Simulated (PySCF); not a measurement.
C9H9N3.
Z-matrix (Å and degrees, GFN2-xTB geometry), rows numbered from 1:
```
C 
C   1  1.4943
C   2  1.3909  1  119.59
C   3  1.3825  2  122.11  1  -179.99
C   4  1.3851  3  119.73  2    -0.00
C   5  1.3792  4  119.55  3    -0.00
C   6  1.3934  5  120.54  4     0.03
N   7  1.3993  2  122.69  1     0.00
N   8  1.3193  7  120.88  2   179.92
C   9  1.3200  8  105.01  7  -179.96
C  10  1.3983  9  107.91  8    -0.02
N   8  1.3156  7  125.01  2    -0.06
H   1  1.0879  2  110.67  3  -120.75
H   1  1.0880  2  110.70  3   120.91
H   1  1.0873  2  110.27  3     0.06
H   3  1.0806  2  118.59  1     0.01
H   4  1.0797  3  119.98  2  -179.99
H   5  1.0791  4  120.56  3  -179.99
H   6  1.0780  5  121.18  4   179.99
H  10  1.0696  9  121.74  8  -180.00
H  11  1.0697 10  130.35  9  -179.99
```

Computed at PBE0/pcSseg-1 (PySCF, non-relativistic), with Q(14N) = 0.02044 b: N8, 14N (I = 1): χzz = -3.218 MHz, η = 0.533; N9, 14N (I = 1): χzz = -5.134 MHz, η = 0.425; N12, 14N (I = 1): χzz = -5.292 MHz, η = 0.392.

Find the zero-field quadrupole resonance frequencies of 14N at N8.

From ν± = (3/4)|χ|(1 ± η/3) and ν0 = |χ|η/2: ν+ 2.843 MHz, ν− 1.985 MHz, ν0 0.858 MHz (pyrrole-type nitrogen).

Find the zero-field quadrupole resonance frequencies of 14N at N9.

From ν± = (3/4)|χ|(1 ± η/3) and ν0 = |χ|η/2: ν+ 4.396 MHz, ν− 3.305 MHz, ν0 1.091 MHz (pyridine-type nitrogen).

Where would the pure quadrupole (NQR) lines of 14N at N12 fall for the rigid, isolated species?

From ν± = (3/4)|χ|(1 ± η/3) and ν0 = |χ|η/2: ν+ 4.487 MHz, ν− 3.451 MHz, ν0 1.036 MHz (pyridine-type nitrogen).

In a crystal, neighbours and librations shift these lines. GFN2-xTB bond lengths can be off by several hundredths of an ångström, more for odd bonds, and the gradients follow them. A larger basis could move these couplings by a tenth or more.

One conformer stands for the species.
